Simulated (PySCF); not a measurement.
Fine-structure interval of Gd(55+) by level of theory

Gd(55+) [He] 2s2 2p5 [2p1/2^2 2p3/2^3, M_J = 3/2] → Gd(55+) [He] 2s2 2p5 [2p1/2^1 2p3/2^4, M_J = 1/2], as a difference of total energies. All numbers are calculated (PySCF 2.14, the two-component X2C-1e Hamiltonian, in an even-tempered Gaussian basis (17 s from 36 bohr⁻², ratio 2.4; 13 p from 46 bohr⁻², ratio 2.4; 5 d from 160 bohr⁻², ratio 2.6; 4 f from 240 bohr⁻², ratio 2.6)). Correlated levels: nothing frozen; the 30 highest virtual spinors dropped. "Screened" scales the spin-orbit matrix elements by Boettger's factors to mimic the two-electron term; Breit and QED terms are absent.

| method | fine-structure interval (cm⁻¹) |
| --- | --- |
| GHF (screened spin-orbit) | 5854100 |
| GMP2 (screened spin-orbit) | 5855300 |
| GHF (bare spin-orbit) | 6058600 |
